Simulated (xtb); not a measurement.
AlH3O2, SMILES [AlH]([OH])[OH]. All values are semi-empirical tight-binding results from xtb (GFN2-xTB unless named), good for trends rather than for accurate numbers. Coordinates come from a GFN2-xTB optimisation. The values are those of a single conformer.

For metal compounds this method's bond lengths and energies can be far off.

```json
{
 "point_group_as_xtb_finds_it": "C2v",
 "orbital_gap": "5.64 eV",
 "zero_point_energy": "20.5 kcal/mol",
 "G − E(el) at 298.15 K (modified RRHO)": "4.3 kcal/mol"
}
```
